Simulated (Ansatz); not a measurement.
Reaction (silylene formation by 1,1-elimination): `O[SiH](O)S[SiH](O)F` → `O[SiH](O)S` + `O[Si]F`

Calculated with Ansatz (gas phase, PBE0-D4/def2-TZVP geometries, no zero-point term in ΔE). CCSD(T)/CBS is the MP2 limit (def2-TZVPP, def2-QZVPP) plus CCSD(T) − MP2 in def2-TZVPP, frozen cores. This one scheme is used for every species. Functionals use def2-TZVPP. B3LYP here is the variant with VWN-RPA as its local correlation; programs differ in this. One conformer a species, not always the lowest.

| level | ΔE (eV) | difference from CCSD(T)/CBS |
| --- | --- | --- |
| PBE-D4 | 2.21 | -0.07 |
| B3LYP-D4 | 2.18 | -0.10 |
| ωB97X-V | 2.32 | 0.04 |
| B2PLYP | 2.12 | -0.16 |
| r2SCAN | 2.42 | 0.14 |
| PBE0 | 2.25 | -0.03 |
| B3LYP | 1.94 | -0.34 |
| MP2/def2-TZVPP | 2.40 | 0.12 |
| CCSD/def2-TZVPP | 2.17 | -0.11 |
| SCS-MP2/def2-QZVPP | 2.30 | 0.02 |
| CCSD(T)/CBS | 2.28 | 0 |

Largest T1 diagnostic among the species: 0.015.

From PBE to PBE0 (25 % exact exchange), in def2-TZVPP and without D4, ΔE moves by +0.19 eV. In def2-TZVPP, CCSD(T) changes the Hartree–Fock value by +0.09 eV (the triples alone add +0.04 eV) and MP2 by +0.28 eV.
